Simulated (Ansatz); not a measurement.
BODIPY, `CC1=CC(C)=[N+]2C1=Cc1c(C)cc(C)n1[B-]2(F)F` was relaxed with PBE-D4 (def2-SVP) in Ansatz in these states: charge +1 doublet, neutral singlet. The geometries follow in no particular order.

A:

```xyz
33

C    -1.1078    0.3998    3.8109
C    -0.0238    0.0194    2.8663
C     1.2549   -0.4260    3.1330
C     1.9236   -0.6656    1.8726
C     3.2986   -1.1483    1.6474
N     1.0764   -0.3740    0.8536
C    -0.1243    0.0482    1.4020
C    -1.2021    0.4228    0.5925
C    -1.0937    0.3802   -0.8016
C    -2.0875    0.7263   -1.8252
C    -3.4674    1.2115   -1.5556
C    -1.4575    0.5019   -3.0324
C    -0.1161    0.0315   -2.7632
C     0.9316   -0.3395   -3.7323
N     0.0754   -0.0319   -1.4214
B     1.3991   -0.4957   -0.6901
F     1.6696   -1.8150   -1.0074
F     2.4371    0.3584   -1.0186
H    -1.4401    1.4464    3.6445
H    -2.0018   -0.2461    3.6787
H    -0.7745    0.3095    4.8607
H     1.7123   -0.5810    4.1172
H     3.8560   -0.4181    1.0210
H     3.2745   -2.0819    1.0435
H     3.8352   -1.3239    2.5950
H    -2.1420    0.7536    1.0558
H    -4.0149    1.4053   -2.4958
H    -4.0479    0.4693   -0.9674
H    -3.4560    2.1519   -0.9648
H    -1.8746    0.6459   -4.0360
H     0.5911   -0.2197   -4.7747
H     1.8423    0.2731   -3.5542
H     1.2543   -1.3885   -3.5538
```

B:

Cartesian coordinates in Å:
```
C 1.530 0.896 -3.586
C 0.312 0.623 -2.762
C -1.023 0.582 -3.179
C -1.829 0.262 -2.050
C -3.308 0.099 -1.979
N -1.031 0.113 -0.964
C 0.290 0.327 -1.358
C 1.333 0.234 -0.431
C 1.095 -0.079 0.911
C 2.005 -0.228 2.010
C 3.492 -0.073 1.950
C 1.213 -0.547 3.118
C -0.145 -0.588 2.693
C -1.364 -0.884 3.498
N -0.203 -0.307 1.369
B -1.500 -0.236 0.490
F -2.150 -1.476 0.497
F -2.349 0.768 0.973
H 2.204 1.631 -3.100
H 2.126 -0.027 -3.753
H 1.256 1.296 -4.581
H -1.402 0.762 -4.192
H -3.734 0.775 -1.210
H -3.569 -0.931 -1.660
H -3.778 0.309 -2.957
H 2.365 0.409 -0.765
H 3.946 -0.197 2.951
H 3.956 -0.825 1.277
H 3.787 0.926 1.568
H 1.558 -0.736 4.142
H -1.107 -1.058 4.558
H -2.087 -0.046 3.424
H -1.887 -1.775 3.095
```

Q: Judge from the bond lengths which geometry belongs to which state (an estimate).

A: A is the charge +1 doublet (C2–C7 1.468 Å, C9–C10 1.468 Å, C3–C4 1.447 Å); B is the neutral singlet (C2–C7 1.435 Å, C9–C10 1.435 Å, C3–C4 1.423 Å).
